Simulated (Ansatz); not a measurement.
Harmonic frequencies (cm⁻¹) at PBE0-D4/def2-TZVP from Ansatz: 211, 211, 389, 389, 1002, 2103, 2329.

Q: Which molecule is it?
A. `F[S]`•
B. `Br/C=C\Br`
C. `[C-]#[N+][N+]#[C-]`
D. `[BH]`

A: C.
